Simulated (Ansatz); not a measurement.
Complex (SMILES): F (HF) with F (HF), atoms 1 to 2 the first; geometry from B3LYP-D3(BJ)/def2-TZVP, monomers rigid:
```xyz
4

F     -0.1109     0.0578    -0.7031
H      0.2570     0.2171     0.1337
F      1.2812     1.5025    -2.5344
H      0.7179     0.9578    -2.0301
```

Basis-set convergence of the uncorrected interaction energy at HF with Ansatz (a quantum-chemistry and plane-wave program). Cartesian d functions, on some or all atoms, in 6-31G*, 6-31+G*; all else is spherical. No added dispersion term, no relativity. Functions are those of the species that has most. Reference: the counterpoise-corrected one, the value in aug-cc-pV5Z, -3.87 kcal/mol. Deviations are taken from unrounded values.

```json
[
 {"basis": "6-31G*", "functions": "34", "uncorrected interaction energy (kcal/mol)": "-6.21"},
 {"basis": "6-31+G*", "functions": "42", "uncorrected interaction energy (kcal/mol)": "-4.79"},
 {"basis": "cc-pVDZ", "functions": "38", "uncorrected interaction energy (kcal/mol)": "-6.10"},
 {"basis": "aug-cc-pVDZ", "functions": "64", "uncorrected interaction energy (kcal/mol)": "-4.04"},
 {"basis": "def2-SVP", "functions": "38", "uncorrected interaction energy (kcal/mol)": "-6.08"},
 {"basis": "def2-SVPD", "functions": "62", "uncorrected interaction energy (kcal/mol)": "-4.36"},
 {"basis": "pcseg-1", "functions": "38", "uncorrected interaction energy (kcal/mol)": "-5.08"},
 {"basis": "aug-pcseg-1", "functions": "64", "uncorrected interaction energy (kcal/mol)": "-4.64"},
 {"basis": "6-311G**", "functions": "48", "uncorrected interaction energy (kcal/mol)": "-5.52"},
 {"basis": "6-311+G**", "functions": "56", "uncorrected interaction energy (kcal/mol)": "-4.38"},
 {"basis": "def2-TZVP", "functions": "74", "uncorrected interaction energy (kcal/mol)": "-4.23"},
 {"basis": "def2-TZVPD", "functions": "98", "uncorrected interaction energy (kcal/mol)": "-3.83"},
 {"basis": "cc-pVTZ", "functions": "88", "uncorrected interaction energy (kcal/mol)": "-4.57"},
 {"basis": "aug-cc-pVTZ", "functions": "138", "uncorrected interaction energy (kcal/mol)": "-3.90"},
 {"basis": "pcseg-2", "functions": "88", "uncorrected interaction energy (kcal/mol)": "-3.96"},
 {"basis": "aug-pcseg-2", "functions": "138", "uncorrected interaction energy (kcal/mol)": "-4.02"},
 {"basis": "def2-TZVPP", "functions": "90", "uncorrected interaction energy (kcal/mol)": "-4.08"},
 {"basis": "def2-TZVPPD", "functions": "114", "uncorrected interaction energy (kcal/mol)": "-3.85"},
 {"basis": "cc-pVQZ", "functions": "170", "uncorrected interaction energy (kcal/mol)": "-4.12"},
 {"basis": "aug-cc-pVQZ", "functions": "252", "uncorrected interaction energy (kcal/mol)": "-3.92"},
 {"basis": "def2-QZVPP", "functions": "174", "uncorrected interaction energy (kcal/mol)": "-3.94"},
 {"basis": "def2-QZVPPD", "functions": "198", "uncorrected interaction energy (kcal/mol)": "-3.86"},
 {"basis": "pcseg-3", "functions": "186", "uncorrected interaction energy (kcal/mol)": "-3.91"},
 {"basis": "aug-pcseg-3", "functions": "268", "uncorrected interaction energy (kcal/mol)": "-3.92"},
 {"basis": "cc-pV5Z", "functions": "292", "uncorrected interaction energy (kcal/mol)": "-3.92"},
 {"basis": "aug-cc-pV5Z", "functions": "414", "uncorrected interaction energy (kcal/mol)": "-3.87"}
]
```

What the diffuse functions change, pair by pair:
- 6-31G* to 6-31+G*: 8 more functions, deviation -2.34 to -0.92 kcal/mol
- cc-pVDZ to aug-cc-pVDZ: 26 more functions, deviation -2.24 to -0.18 kcal/mol
- def2-SVP to def2-SVPD: 24 more functions, deviation -2.22 to -0.49 kcal/mol
- pcseg-1 to aug-pcseg-1: 26 more functions, deviation -1.21 to -0.77 kcal/mol
- 6-311G** to 6-311+G**: 8 more functions, deviation -1.66 to -0.51 kcal/mol
- def2-TZVP to def2-TZVPD: 24 more functions, deviation -0.37 to 0.04 kcal/mol
- cc-pVTZ to aug-cc-pVTZ: 50 more functions, deviation -0.71 to -0.04 kcal/mol
- pcseg-2 to aug-pcseg-2: 50 more functions, deviation -0.10 to -0.15 kcal/mol
- def2-TZVPP to def2-TZVPPD: 24 more functions, deviation -0.22 to 0.02 kcal/mol
- cc-pVQZ to aug-cc-pVQZ: 82 more functions, deviation -0.26 to -0.05 kcal/mol
- def2-QZVPP to def2-QZVPPD: 24 more functions, deviation -0.08 to 0.01 kcal/mol
- pcseg-3 to aug-pcseg-3: 82 more functions, deviation -0.04 to -0.05 kcal/mol
- cc-pV5Z to aug-cc-pV5Z: 122 more functions, deviation -0.06 to -0.01 kcal/mol

Leaving out the reference's own pair, they bring the value nearer the reference by more than 0.01 kcal/mol in 10 of 12 pairs.
